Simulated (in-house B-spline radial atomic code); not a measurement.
## RPA and G0W0 on r2SCAN: I VII (I6+)

Configuration [Kr] 4d10 5s1, highest spin, mean-field start r2SCAN. Computed with a B-spline radial code for spherical atoms: all electrons, non-relativistic, point nucleus, each spin shell either full or empty, empty states to l = 9 with an (l + 1/2)⁻⁴ tail; G0W0 by contour deformation at full frequency.

Without relativity these are model numbers: it shifts the levels of so heavy an element strongly and can reorder them.

Command:
```bash
python run_gw.py task.json out
```
Settings (radii: box in bohr, nucleus in fm):
```
Z                        53
electrons                47
configuration            [Kr] 4d10 5s1
hamiltonian              nr
method                   r2scan
lmax                     9
spin_polarised           True
box_radius               9.29
intervals                51
ion_configuration        [Kr] 4d10
```

Cost of the run: 8.6 s on 1 thread of Arm Neoverse N1, with other jobs on the host.

Energies (hartree):

```csv
term,value
mean-field total,-6912.46376
Hartree-Fock functional on these orbitals,-6910.06275
direct second order,-4.1168
second-order exchange,1.1344
SOSEX correction,1.0633
```

**Question.** What is the RPA correlation energy, and what remains with SOSEX?

**Answer.** RPA gives -3.6636 hartree (-2.12 eV per electron); RPA + SOSEX gives -2.6003, and the second-order doubles -2.9824 hartree (no singles). SOSEX takes back 29 % of the RPA value.

Quasi-particle levels (eV):

```tsv
level	occupied	mean field	Σx - vxc	Σc	QP weight	G0W0
5s up	yes	-79.55	-3.69	?	?	?
4d down	yes	-126.23	-11.27	0.51	0.956	-136.99
4d up	yes	-126.61	-11.18	0.52	0.941	-137.27
5s down	no	-76.30	7.07	-2.99	0.957	-72.22
```

G0W0 = mean field + (Σx - vxc) + Σc, with Σc (partial-wave tail included) taken at the quasi-particle energy. Only the outer levels were computed. Levels of low weight are left out.

**Question.** Where does G0W0 put 5s up?

**Answer.** At -85.51 eV, with Σc = -2.27 eV and a quasi-particle weight of 0.971. The tabulated removal energy is 87.61 ± 0.06 eV (NIST, semi-empirical); the calculation leaves out relativity, Breit and QED terms, and what these don't explain is the method's own error.

**Question.** What does it cost to remove one electron (to [Kr] 4d10) by differences of total energies, each species on its own start (correlation terms add to the Hartree-Fock functional)?

**Answer.** r2SCAN 84.70 eV, Hartree-Fock functional 83.04 eV, + RPA 85.28 eV, + RPA + SOSEX 84.51 eV, + second order 85.47 eV. Tabulated: 87.61 ± 0.06 eV (NIST, semi-empirical); the calculation leaves out relativity, Breit and QED terms, and what these don't explain is the method's own error.
